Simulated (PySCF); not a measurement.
# What a mistake does to a calculation on AlC2H9Si

All numbers below are calculated, not measured. They come from PySCF 2.14.0, an open-source quantum chemistry program, on an isolated molecule that a program drew, which may never have been made. The molecule is AlC2H9Si (charge 0, singlet), drawn as the SMILES string `[CH3][AlH][CH2][SiH3]`.

Each row is a Hartree-Fock (HF) and frozen-core CCSD(T) single point in the cc-pV(D+d)Z basis, meant for a local HF minimum. Run 1 is clean. Each other run has one planted mistake out of seven kinds, and not every kind appears here: one electron removed, one electron added, multiplicity raised by two, geometry at a saddle point, minimal basis STO-3G, one bond length entered in bohr, all coordinates scaled. The reference is restricted for singlets and unrestricted otherwise, and also for a bond in bohr. Adding or removing an electron swaps singlet and doublet. Electrons count all cores. HOMO and LUMO are orbital energies over both spins, the gradient is its largest component, and the lowest frequency (negative if imaginary) is given only where the gradient is small. Bond lengths are over the 12 bonds as drawn. T1 is the CCSD diagnostic: over 0.02 (restricted) or 0.045 (unrestricted) a single reference is doubtful.

Geometry of the clean run:
```xyz
13
AlC2H9Si, angstrom
C    -0.8444    0.3478    1.6283
Al    0.8146    0.9839    0.7891
C     1.5228    0.1853   -0.8650
Si    2.7171   -1.2522   -0.6948
H    -1.2618   -0.5436    1.1500
H    -0.6854    0.1172    2.6886
H    -1.6138    1.1301    1.5981
H     1.6084    2.1887    1.4496
H     2.0386    0.9668   -1.4388
H     0.6814   -0.1667   -1.4776
H     3.1776   -1.7569   -2.0122
H     3.9167   -0.8501    0.0840
H     2.0744   -2.3826    0.0252
```

```
run  electrons  basis functions  <S^2>  HOMO (eV)  LUMO (eV)  gradient (hartree/bohr)  lowest frequency (cm^-1)  mean bond (Å)  longest bond (Å)      T1  HF (hartree)  CCSD(T) (hartree)                 mistake
  1         48              119  0.000     -10.72       1.73                  1.4e-05                        31         1.4449             1.969  0.0098    -611.83996         -612.38604                no fault
  2         47              119  0.771     -15.57      -7.66                  8.1e-02                         -         1.4449             1.969  0.0314    -611.50275         -612.02550    one electron removed
  3         48              119  0.000     -10.33       1.31                  5.3e-02                         -         1.5793             2.152  0.0111    -611.76442         -612.32589  all coordinates scaled
  4         49              119  0.765       0.75       7.61                  1.6e-02                         -         1.4449             1.969  0.0114    -611.79382         -612.35856                       ?
```

**Which mistake was planted in run 4, and what did it cost?**

It counts 49 electrons, one more than the clean run, at the same geometry and basis. So the mistake is: one electron added. Subtracting run 1 and multiplying by 627.51 kcal/mol a hartree, the energy moved by 29.0 kcal/mol in HF and 17.2 kcal/mol in CCSD(T).

Cautions from the logs. Run 4: the HOMO is above zero, so the electron isn't bound and the energy depends on the basis.
